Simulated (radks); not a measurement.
Removal energies from the dysprosium ion Dy6+, [Kr] 4d10 4f7 5s2 5p5, by Delta-SCF beside the eigenvalue of the level emptied. All-electron calculation, scalar-relativistic Kohn-Sham, r2SCAN, spin-polarised, spherical densities, finite nucleus; meta-GGA in the generalised Kohn-Sham scheme; Fermi nuclear charge, rms radius of each element as measured or else 0.836 A^(1/3) + 0.57 fm. Program: a radial shooting solver on a logarithmic mesh with Libxc functionals. Open shells are filled with parallel spins first.

removed from    final configuration  Delta-SCF (eV)  -eigenvalue (eV)
5p            [Kr] 4d10 4f7 5s2 5p4          107.65            100.31
4f            [Kr] 4d10 4f6 5s2 5p5          111.50            98.895
5s            [Kr] 4d10 4f7 5s1 5p5          136.04            128.09
4d             [Kr] 4d9 4f7 5s2 5p5          259.17            246.17
